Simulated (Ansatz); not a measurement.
A geometry relaxed with Ansatz (a first-principles code) with B3LYP-D3(BJ)/def2-TZVP, charge 0, multiplicity 2:

```xyz
7

Si    -0.6755    -0.1703     0.0885
H      1.8106    -0.7886    -0.1791
Cl    -1.6247     1.6546    -0.1449
H     -1.2177    -1.1024    -0.9247
H     -1.0220    -0.6792     1.4352
H      1.5979     1.0311    -0.1620
C      1.1313     0.0549    -0.1131
```

**Question.** Write the SMILES of this molecule.

**Answer.** `[CH2][SiH2]Cl`
